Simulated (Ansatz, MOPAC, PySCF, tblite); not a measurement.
Potential energy surface of H2Mg, singlet: symmetric bend, bond length relaxed. Scanned: H-Mg-H angle. Other coordinates (Mg-H bond length) were minimised at B3LYP/def2-TZVP.

Cartesian coordinates as functions of the variables (Å; names that start with a are angles):
```
Mg  0  0  0
H  r*sin(a/2)  0  r*cos(a/2)
H  -r*sin(a/2)  0  r*cos(a/2)
```

RMP2/3-21G = restricted MP2 (frozen core)/3-21G run with PySCF; PM7, restricted, heats of formation (MOPAC); GFN2-xTB, 300 K electronic temperature (tblite); CCSDT/def2-TZVP = CCSDT on RHF/def2-TZVP, frozen core (Ansatz, an electronic-structure program); CCSD(T)/def2-TZVP = Ansatz with CCSD(T) on RHF/def2-TZVP, frozen core; FCI/def2-TZVP = full CI/def2-TZVP, frozen core (Ansatz).

Energies in kJ/mol, each method relative to its own lowest point.

```tsv
a / °	RMP2/3-21G	PM7	GFN2-xTB	CCSDT/def2-TZVP	CCSD(T)/def2-TZVP	FCI/def2-TZVP
180	0.0	0.0	0.0	0.0	0.0	0.0
170.84	1.5	1.3	0.5	1.1	1.1	1.1
160.20	7.0	6.1	2.3	5.3	5.3	5.3
149.45	16.6	14.5	5.9	13.1	13.2	13.1
140.47	27.5	24.5	10.5	22.6	22.7	22.7
129.60	44.5	40.2	18.7	38.1	38.2	38.1
120.97	61.1	55.8	27.9	53.6	53.7	53.6
109.35	88.6	81.4	45.5	79.4	79.6	79.5
100.07	115.7	106.4	65.3	104.8	105.0	104.8
91.25	146.7	134.4	90.7	133.7	134.0	133.8
81.03	190.3	173.6	131.7	175.0	175.4	175.0
70.75	244.6	222.3	192.4	226.7	227.2	226.8
60	315.3	284.8	291.9	292.8	293.5	293.0
```

### Question
Order the methods in the basis of the full CI by their root-mean-square error against it, after the best constant shift.

### Answer
CCSDT/def2-TZVP 0.04, CCSD(T)/def2-TZVP 0.17 (kJ/mol).
